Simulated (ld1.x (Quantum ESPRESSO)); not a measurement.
# Bi: one change to a TM potential, before and after

```json
{
 "Element": "Bi (Z = 83)",
 "Generator": "ld1.x (Quantum ESPRESSO) 7.5",
 "Type": "norm-conserving Troullier–Martins (Kleinman–Bylander form)",
 "Functional": "LDA (PZ)",
 "Relativity": "fully relativistic",
 "Frozen core": "[Xe] 4f14",
 "Valence charge": "15",
 "Reference configuration": "5d10 6s2 6p3",
 "Partial waves": "6p (bound): rc 1.75 bohr; 5d (bound): rc 1.45 bohr; 5f channel at -0.15 Ry: rc 1.50 bohr; 6s (bound): rc 1.90 bohr",
 "Local potential": "the s channel",
 "Core correction": "Bessel-smoothed model core inside 1.15 bohr"
}
```

Open shells are filled in proportion to 2j + 1 (rel_dist='average').

All-electron outer shells of the reference configuration (LDA (PZ), scalar-relativistic, ld1.x):

```json
{"shell": "4f", "level (eV)": "-152.95", "outermost node (bohr)": "–", "outermost maximum (bohr)": "0.34"}
{"shell": "5p", "level (eV)": "-95.96", "outermost node (bohr)": "0.48", "outermost maximum (bohr)": "0.86"}
{"shell": "5d", "level (eV)": "-27.18", "outermost node (bohr)": "0.51", "outermost maximum (bohr)": "1.03"}
{"shell": "6s", "level (eV)": "-14.76", "outermost node (bohr)": "0.98", "outermost maximum (bohr)": "1.86"}
{"shell": "6p", "level (eV)": "-4.77", "outermost node (bohr)": "1.14", "outermost maximum (bohr)": "2.44"}
```

Change: all radii but the core radius scaled by about 0.83 (s 1.58, p 1.46, d 1.20, f 1.24 bohr).

Cutoffs: the cutoffs (Ry, on a coarse ladder) from which the occupation-weighted sum of valence levels, in a spherical-Bessel basis at the reference potential, stays within 10 and 1 mRy of its value at 400 Ry; they do not see the model core or the augmentation charge, which bear on the density cutoff. Errors are all-electron minus pseudo energies relative to the spin-unpolarised reference configuration.

Q: Predict the effect on cutoff, ghosts and configuration errors.

A: The potential gets harder (70 Ry and 100 Ry → 230 Ry and 300 Ry); both files keep a bound ghost (p); of the 7 tests that both files solve, the error grows in 5 and shrinks in 1 by more than 15 % and 0.3 meV (median size 2.1 → 20.8 meV). A smaller radius makes the pseudo-wave follow the all-electron one further in, where it bends more sharply, so more plane waves are needed.

| quantity | base | changed |
| --- | --- | --- |
| cutoff, loose | 70 Ry | 230 Ry |
| cutoff, tight | 100 Ry | 300 Ry |
| loose cutoff by channel (10 mRy a level) | p 45 Ry, d 50 Ry, s 21 Ry | p 200 Ry, d 50 Ry, s 30 Ry |
| bound ghosts | p3/2 | p3/2, p1/2 |
| error for 5d10 6s2 6p2, meV [ΔE 8.31 eV] | +1.7 | -2.6 |
| error for 5d10 6s2 6p1, meV [ΔE 24.05 eV] | +4.9 | -22 |
| error for 5d10 6s2 6p0, meV [ΔE 47.99 eV] | -0.2 | -80 |
| error for 5d10 6s1 6p4, meV [ΔE 9.94 eV] | -3.0 | -21 |
| error for 5d9 6s2 6p4, meV [ΔE 23.82 eV] | -119 | -93 |
| error for 5d10 6s1 6p3, meV [ΔE 18.96 eV] | +2.1 | -9.0 |
| error for 5d10 6s2 6p2.5, meV [ΔE 3.28 eV] | +0.4 | -0.3 |

 A true bound ghost makes a file unfit for plane-wave use even where its test errors are small: the radial tests pick states by their node count and pass the ghost by.
